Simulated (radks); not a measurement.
The numbers below are computed, except where a source is named.
Question: All-electron atom: Ni II in [Ar] 3d9 (the NIST ground configuration). Code: a radial shooting solver on a logarithmic mesh with Libxc functionals. Model: scalar-relativistic Kohn-Sham, exchange-only PBE, spin-polarised, spherical densities, finite nucleus; open shells are filled with parallel spins first; Fermi nuclear charge, rms radius 3.7757 fm. Some entries of the table are withheld. Estimate them.

orbital,occ.,eigenvalue (eV),r(max) (bohr),<r> (bohr)
1s down,1,-8215.792,0.03540,0.05409
1s up,1,-8215.790,0.03540,0.05409
2s up,1,-983.9263,0.2045,0.2450
2s down,1,-983.3758,0.2045,0.2449
2p up,3,-846.9022,0.1648,(1)
2p down,3,-846.4887,0.1647,(2)
3s up,1,-113.9353,0.6401,0.7433
3s down,1,-112.7507,0.6403,0.7440
3p up,3,-74.4555,(3),0.7844
3p down,3,-73.2951,(4),0.7857
3d up,5,-12.6137,0.6366,1.073
3d down,4,-11.6014,0.6390,1.099

Answer: 
(1) 2p up <r> (bohr): 0.2153
(2) 2p down <r> (bohr): 0.2152
(3) 3p up r(max) (bohr): 0.6481
(4) 3p down r(max) (bohr): 0.6484
